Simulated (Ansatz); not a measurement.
Reactions of FH$_{4}$InO$_{2}$Si (`[OH][In]([F])[O][SiH3]`).

Gas-phase electronic energies from Ansatz, PBE0-D4/def2-TZVP geometries. CCSD(T)/CBS adds triple-zeta CCSD(T) − MP2 to the extrapolated MP2 energy (def2 sets, frozen cores). This one scheme is used for every species. def2 core potentials past Kr. For In outer-core shells are correlated without core-valence functions, which leaves a few kJ/mol of doubt a bond. One conformer a species, not always the lowest.

```
                                                                                 reaction  CCSD/CBS(def2) (kJ/mol)
                                `[OH][In]([F])[O][SiH3]` → `[OH][In]([OH])[F]` + `[SiH2]`                      335
                          `[OH][In]([F])[O][SiH3]` + HCl → `[F][In]([Cl])[O][SiH3]` + H₂O                      -87
`[OH][In]([F])[O][SiH3]` + `[BH2][AlH][OH]` → `[BH2][AlH][O][SiH3]` + `[OH][In]([OH])[F]`                       -7
                           `[OH][In]([F])[O][SiH3]` + H₂S → `[OH][In]([F])[SH]` + silanol                      -54
`[OH][In]([F])[O][SiH3]` + `[NH2][AlH][OH]` → `[OH][AlH][NH][SiH3]` + `[OH][In]([OH])[F]`                       50
                         `[OH][In]([F])[O][SiH3]` + H₂S → `[OH][In]([SH])[O][SiH3]` + H–F                      -47
```

Q: Give the CCSD(T)/CBS values in the same order. (Estimate.)

A: The calculation gave: 336, -84, -7, -54, 48, -49 kJ/mol.

Largest T1 diagnostic: 0.017, for `[OH][In]([OH])[F]`.
